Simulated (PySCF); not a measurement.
**UHF on Hg²⁺ (mercury, charge +2)**

Configuration: [Xe] 4f14 5d9 6p1, one real determinant (an excited configuration). Computed with PySCF 2.14 in ANO-RCC-VTZP (8s7p5d3f1g, 84 functions), with the spin-free X2C one-electron Hamiltonian (Gaussian nucleus).

```json
{"Total energy": "-19617.728690 hartree", "One-electron energy": "-26819.0109 hartree", "Hartree (Coulomb) energy": "7573.4113 hartree", "Exchange energy": "-372.1291 hartree", "⟨S²⟩": "2.0019", "⟨L²⟩": "8.051", "Sum of ⟨r⟩": "41.76 bohr", "Sum of ⟨r²⟩": "48.04 bohr²", "Traceless quadrupole moment −½Σ⟨3z² − r²⟩ along its main axis": "-3.76 e·bohr²", "Langevin diamagnetic susceptibility": "-38.0 ×10⁻⁶ cm³/mol"}
```

| shell | electrons | mean orbital energy (eV) | spread (eV) | rms radius, mean of both spins (bohr) |
| --- | --- | --- | --- | --- |
| 1s α | 1 | -83569.4 | 0 | 0.0187 |
| 1s β | 1 | -83569.4 | 0 | 0.0187 |
| 2s α | 1 | -14985.5 | 0 | 0.0755 |
| 2s β | 1 | -14985.4 | 0 | 0.0755 |
| 2p α | 3 | -12983.3 | 0.207 | 0.0694 |
| 2p β | 3 | -12983.1 | 0.052 | 0.0694 |
| 3s α | 1 | -3645.2 | 0 | 0.193 |
| 3s β | 1 | -3645.1 | 0 | 0.193 |
| 3p α | 3 | -3054.6 | 0.342 | 0.195 |
| 3p β | 3 | -3054.5 | 0.203 | 0.195 |
| 3d α | 5 | -2403.1 | 0.328 | 0.179 |
| 3d β | 5 | -2403.0 | 0.374 | 0.179 |
| 4s α | 1 | -858.70 | 0 | 0.424 |
| 4s β | 1 | -858.44 | 0 | 0.424 |
| 4p α | 3 | -660.91 | 0.678 | 0.452 |
| 4p β | 3 | -660.64 | 0.302 | 0.452 |
| 4d α | 5 | -415.76 | 0.760 | 0.481 |
| 4d β | 5 | -415.41 | 0.782 | 0.481 |
| 5s α | 1 | -164.17 | 0 | 0.968 |
| 5s β | 1 | -162.42 | 0 | 0.968 |
| 4f α | 7 | -144.57 | 0.725 | 0.526 |
| 4f β | 7 | -144.34 | 0.314 | 0.526 |
| 5p α | 3 | -108.43 | 1.542 | 1.10 |
| 5p β | 3 | -106.05 | 1.684 | 1.10 |
| 5d α | 5 | -40.773 | 1.694 | 1.50 |
| 5d β | 4 | -39.591 | 0.549 | 1.50 |
| 6p α | 1 | -19.617 | 0 | 3.21 |

⟨L²⟩ = 8.05 against 12 for a pure F term, so this real determinant mixes terms. Spin-orbit coupling, absent here, splits the open shell strongly.

Densities and radii are taken from the X2C orbitals without a picture-change correction, which distorts them close to the nucleus.

Spin-orbit constants ζ (cm⁻¹) from the X2C one-electron operator on these orbitals: bare nucleus, nucleus screened by l(l+1)(2l+1)/3 electrons, and screened by the Breit-Pauli mean field of the electrons.

```
shell     bare  screened nucleus  mean field
   2p  9724000           9481000         n/a
   3p  2177000           2122000         n/a
   3d   335400            293500         n/a
   4p   520800            507800         n/a
   4d    71140             62240         n/a
   4f    14550              9461         n/a
   5p    86520             84360         n/a
   5d     7342              6424         n/a
   6p     7459              7272         n/a
```

To first order the Landé constant is A = -929.3 cm⁻¹, so the lowest level has J = 4 and lies 0.346 eV below the centre of the term. This holds in LS coupling only.
